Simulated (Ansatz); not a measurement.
`N[Si]N([SiH3])[SiH3]` + H₂ → `[SiH]N([SiH3])[SiH3]` + NH₃ at 600 K and 1 bar (hydrogenolysis of the Si–N bond).

Gas-phase electronic energies from Ansatz, PBE0-D4/def2-TZVP geometries. CCSD(T)/CBS is the MP2 limit (def2-TZVPP, def2-QZVPP) plus CCSD(T) − MP2 in def2-TZVPP, frozen cores. This one scheme is used for every species. One conformer a species, not always the lowest.

```csv
species,CCSD(T)/CBS energy (Eh),H − E (kJ/mol),S (J/(mol·K))
`N[Si]N([SiH3])[SiH3]`,-981.52495,299.0,508.4
H₂,-1.17544,43.9,150.8
`[SiH]N([SiH3])[SiH3]`,-926.15926,235.9,451.5
NH₃,-56.50880,112.4,219.5
```

H − E and S are ideal-gas, rigid-rotor, harmonic terms from PBE0-D4/def2-TZVP, for one conformer and one mirror image of each species. The MP2-based limit puts H₂ 0.8 mEh under its directly extrapolated value; such offsets cancel only in part. 1 Eh = 2625.50 kJ/mol, R = 8.31446 J/(mol·K).

Q: By hand: ΔE, ΔH, ΔS and ΔG.

A: ΔE = (-926.15926) + (-56.50880) − (-981.52495) − (-1.17544) = 0.03233 Eh = 84.9 kJ/mol. Δ(H − E) = 235.9 + 112.4 − 299.0 − 43.9 = 5.4, so ΔH = 90.3 kJ/mol. ΔS = 451.5 + 219.5 − 508.4 − 150.8 = 11.8 J/(mol·K). ΔG = 90.3 − 600 × (11.8)/1000 = 83.2 kJ/mol.

Q: By hand: the equilibrium constant, and the temperature at which ΔG would vanish if ΔH and ΔS stayed fixed.

A: log₁₀ K = −ΔG/(RT ln 10) = -7.2. ΔG = 0 at ΔH/ΔS = 7653 K, far beyond where these terms or the molecules hold.

The number of gas molecules stays the same, so ΔS is small and ΔH decides. A doubt of 5 kJ/mol in ΔE shifts log₁₀ K by 0.4 here. Other conformers and mirror images would add mixing entropy, several J/(mol·K) or more a flexible species. These are equilibria of isolated gas molecules and say nothing of rates. Largest T1 diagnostic: 0.014 (customary marks: 0.02 for closed shells, 0.045 for open ones).
